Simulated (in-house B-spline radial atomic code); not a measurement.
V¹³⁺. Computed with a B-spline radial atomic code. Model: all-electron spherical atom, spin shells full or empty, radial basis limit, no spin-orbit coupling: exact exchange with a local potential (Slater, KLI or optimised effective potential, whose far tail is KLI's), no correlation.

Exchange potential has not reached -1/r at the last radius.

The run also made RPA and GW results, which its time includes.

The Slater potential averages the orbital exchange potentials with the orbital densities as weights, KLI adds orbital constants, and the optimised effective potential minimises the exact-exchange energy among local potentials. So their energies lie above Hartree-Fock in the order OEP, KLI, Slater. All fall off as −1/r, unlike LDA and GGA exchange.

Command:
```bash
python run_gw.py task.json out
```
Settings (lengths in bohr, energies in hartree):
```
Z                      23
electrons              10
configuration          [He] 2s2 2p6
hamiltonian            nr
method                 kli
lmax                   9
spin_polarised         False
box_radius             5.53
intervals              64
```

Time taken, with all properties: 0.9 s on 1 thread of Intel(R) Xeon(R) Platinum 8488C (Sapphire Rapids), on a shared host.

Given: hamiltonian non-relativistic; mean-field start exchange-only KLI.

Computed: energy above Hartree-Fock 2.7913 millihartree; virial ratio -E/T less 1 0.000597.

```tsv
radius (bohr)	r times exchange potential (hartree bohr)
0.00217	-0.041744
0.00257	-0.0494
0.00304	-0.058374
0.0036	-0.069026
0.00426	-0.081521
0.00504	-0.096188
0.00596	-0.11333
0.00705	-0.13339
0.00833	-0.15656
0.00986	-0.18364
0.0117	?
0.0138	-0.24989
0.0163	-0.28905
0.0193	-0.33289
0.0228	-0.37956
0.027	-0.42921
0.032	-0.4795
0.0378	?
0.0447	-0.56851
0.0529	-0.60149
0.0626	-0.62239
0.074	-0.63156
0.0875	-0.63788
0.104	-0.66473
0.123	-0.7361
0.145	-0.85041
0.171	-0.98684
0.203	-1.1268
0.24	-1.243
0.284	-1.325
0.336	-1.363
0.397	-1.3575
0.47	-1.3177
0.556	-1.2588
0.657	-1.1951
0.777	-1.1348
0.92	-1.0817
```

Question: What belongs in the row 0.0117?

Answer: r times exchange potential (hartree bohr): -0.21524.

Question: What belongs in the row 0.0378?

Answer: r times exchange potential (hartree bohr): -0.52659.

```
occupied  level (hartree)  Hartree-Fock level (hartree)
      1s           -210.9                       -215.29
      2s          -36.311                        -36.73
      2p          -33.011                       -33.013
```

| empty | level (hartree) |
| --- | --- |
| 3s | -13.796 |
| 3p | -12.829 |
| 3d | ? |
| 4s | -7.2371 |
| 4p | -6.8512 |
| 4d | -6.375 |
| 4f | -6.1879 |

Question: What belongs in the row 3d?

Answer: level (hartree): -11.568.

The highest level, 2p, differs from Hartree-Fock by +0.051 eV and the deepest, 1s, by +119 eV: a local potential can match the highest level but can't give each shell its own exchange.
